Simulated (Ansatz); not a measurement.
Consider the redistribution: `[F][Ge][F]` + `[SiH3][N]([SiH3])[Ag]` → `[F][Ge][N]([SiH3])[SiH3]` + `[F][Ag]`.

Program: Ansatz. Geometries: PBE0-D4/def2-TZVP. ΔE: electronic, gas phase. CCSD(T)/CBS adds triple-zeta CCSD(T) − MP2 to the extrapolated MP2 energy (def2 sets, frozen cores). Functionals use def2-TZVPP. B3LYP here is the variant with VWN-RPA as its local correlation; programs differ in this. HSE06 is defined as in plane-wave codes. Elements past krypton have def2 core potentials. For Ag, Ge outer-core shells are correlated without core-valence functions, which leaves a few kJ/mol of doubt a bond. Scalar relativity is left out up to krypton. One conformer a species, not always the lowest.

`[F][Ge][F]`:

Cartesian coordinates in Å:
```
F 0.677 -0.009 1.185
Ge -0.480 -0.600 0.021
F -0.197 0.609 -1.205
```

`[SiH3][N]([SiH3])[Ag]`:

Cartesian coordinates in Å:
```
Si 1.337 -0.748 -0.240
N -0.080 -0.158 0.500
Si -1.234 0.932 -0.121
Ag -0.611 -1.095 2.250
H 2.488 -0.766 0.713
H 1.213 -2.152 -0.741
H 1.706 0.111 -1.404
H -1.648 1.937 0.905
H -0.671 1.665 -1.293
H -2.501 0.275 -0.569
```

`[F][Ge][N]([SiH3])[SiH3]`:

```xyz
11

F     2.795   -0.073    0.797
Ge    1.408    0.547    1.709
N     0.183    0.147    0.393
Si   -1.497    0.521    0.647
Si    0.688   -0.604   -1.110
H    -1.608    1.142    1.996
H    -2.000    1.476   -0.374
H    -2.337   -0.704    0.603
H     1.625    0.262   -1.864
H    -0.551   -0.779   -1.919
H     1.294   -1.936   -0.878
```

`[F][Ag]`:

Cartesian coordinates in Å:
```
F -0.721 0.528 0.433
Ag 0.721 -0.528 -0.433
```

| level | ΔE (kJ/mol) | difference from CCSD(T)/CBS |
| --- | --- | --- |
| LDA (SPW92) | 49.3 | 13.1 |
| revPBE-D4 | 38.9 | 2.7 |
| BLYP-D4 | 40.9 | 4.7 |
| r2SCAN-D4 | 42.4 | 6.2 |
| B97M-V | 45.4 | 9.2 |
| PBE0-D4 | 39.8 | 3.6 |
| B3LYP-D4 | 40.0 | 3.8 |
| r2SCANh-D4 | 41.8 | 5.6 |
| r2SCAN0-D4 | 40.7 | 4.5 |
| HSE06-D4 | 40.3 | 4.1 |
| ωB97M-V | 37.9 | 1.7 |
| B2PLYP | 45.7 | 9.5 |
| PBE-QIDH | 43.9 | 7.7 |
| PBE | 43.3 | 7.1 |
| revPBE | 43.1 | 6.9 |
| BLYP | 44.9 | 8.7 |
| r2SCAN | 42.9 | 6.7 |
| PBE0 | 41.5 | 5.3 |
| B3LYP | 43.1 | 6.9 |
| r2SCANh | 42.4 | 6.2 |
| r2SCAN0 | 41.3 | 5.1 |
| HSE06 | 41.9 | 5.7 |
| BHLYP | 38.3 | 2.1 |
| CAM-B3LYP | 40.3 | 4.1 |
| LC-ωPBE | 34.7 | -1.5 |
| RPA@PBE/def2-TZVPP | 41.8 | 5.6 |
| HF/def2-SVP | 22.6 | -13.6 |
| MP2/def2-SVP | 54.1 | 17.9 |
| CCSD/def2-SVP | 44.0 | 7.8 |
| CCSD(T)/def2-SVP | 45.5 | 9.3 |
| HF/def2-TZVPP | 29.7 | -6.5 |
| MP2/def2-TZVPP | 55.0 | 18.8 |
| SCS-MP2/def2-TZVPP | 50.5 | 14.3 |
| CCSD/def2-TZVPP | 43.5 | 7.3 |
| CCSD(T)/def2-TZVPP | 46.6 | 10.4 |
| HF/def2-QZVPP | 28.7 | -7.5 |
| MP2/def2-QZVPP | 48.7 | 12.5 |
| SCS-MP2/def2-QZVPP | 44.8 | 8.6 |
| HF/CBS(def2) | 28.6 | -7.6 |
| MP2/CBS(def2) | 44.6 | 8.4 |
| CCSD(T)/CBS | 36.2 | 0 |

Largest T1 diagnostic among the species: 0.023, so the coupled-cluster value is less sure than usual.

From BLYP to BHLYP (50 % exact exchange), in def2-TZVPP and without D4, ΔE moves by −6.6 kJ/mol. In def2-TZVPP, CCSD(T) changes the Hartree–Fock value by +16.9 kJ/mol (the triples alone add +3.1 kJ/mol) and MP2 by +25.3 kJ/mol.
